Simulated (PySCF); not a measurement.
This PySCF input asks for the NMR shieldings of `FC(F)(F)CCS`, C₃H₅F₃S; the geometry comes from GFN2-xTB.

```python
import basis_set_exchange as bse
import numpy as np
from pyscf import gto, dft
from pyscf.prop import nmr

atoms = """
F    -2.311907    1.064234    0.694249
C    -1.508213    0.288884   -0.047281
F    -2.066970   -0.928643   -0.078804
F    -1.565501    0.766941   -1.300124
C    -0.091000    0.262954    0.492228
C     0.801343   -0.619997   -0.371452
S     2.502961   -0.685838    0.285082
H    -0.126465   -0.113734    1.516234
H     0.274875    1.292044    0.507711
H     0.451056   -1.652071   -0.360333
H     0.836672   -0.263409   -1.400718
H     2.804349    0.587949    0.037182
"""
names = dict.fromkeys(["F", "C", "S", "H"], "pcSseg-1")
basis = {el: gto.basis.parse(bse.get_basis(n, elements=[el], fmt="nwchem")) for el, n in names.items()}
mol = gto.M(atom=atoms, basis=basis, charge=0, verbose=0)
mf = dft.RKS(mol, xc="PBE0")
mf.grids.level = 2
mf.grids.alignment = dft.numint.BLKSIZE   # the property module wants whole blocks of grid points
mf.conv_tol = 1e-9
mf.kernel()

calc = nmr.RKS(mf)   # GIAO
C = mf.mo_coeff
Co = C[:, mf.mo_occ > 0]
resp = mf.gen_response(singlet=True, hermi=2)
def vind(x):   # induced exchange potential for any number of trial vectors
    d = np.einsum("pi,xij,qj->xpq", C, 2 * x.reshape(-1, C.shape[1], Co.shape[1]), Co, optimize=True)
    return np.einsum("xpq,pi,qj->xij", resp(d - d.transpose(0, 2, 1)), C, Co, optimize=True).ravel()
mo1, _ = nmr.rhf.solve_mo1(calc, with_cphf=vind)
sigma = calc.kernel(mo1)
for i, s in enumerate(sigma):   # ppm
    print("%2d %-2s %9.2f" % (i, mol.atom_pure_symbol(i), np.trace(s) / 3))
```

Question: What does it print?

Answer: 
```
 0 F     251.07
 1 C      53.12
 2 F     261.70
 3 F     260.61
 4 C     141.16
 5 C     162.13
 6 S     586.76
 7 H      29.22
 8 H      29.71
 9 H      29.36
10 H      28.74
11 H      30.15
```

These numbers come from an equivalent density-fitted implementation of the same equations, which agrees with the script to about 0.01 ppm for H and up to a few tenths of a ppm for heavy atoms, so last digits may differ.

Question: Turn these shieldings into chemical shifts. Referencing at the same level of theory: $^{19}$F (σref 170.95) vs CFCl3; $^{13}$C (σref 186.93), $^{1}$H (σref 31.72) vs TMS; $^{33}$S (σref 503.73) against CS2.

Answer: Averaging equivalent atoms: F 0/2/3: -86.8; C 1: 133.8; C 4: 45.8; C 5: 24.8; S 6: -83; H 9/10: 2.67; H 7/8: 2.25; H 11: 1.56 ppm. Unscaled 19F shifts against computed CFCl3 carry errors that often reach 10 to 50 ppm.

Size and cost of the density-fitted run: 151 basis functions, 17 s wall time on 1 thread of an Intel Xeon Platinum 8488C, shared host; peak memory 0.71 GiB.
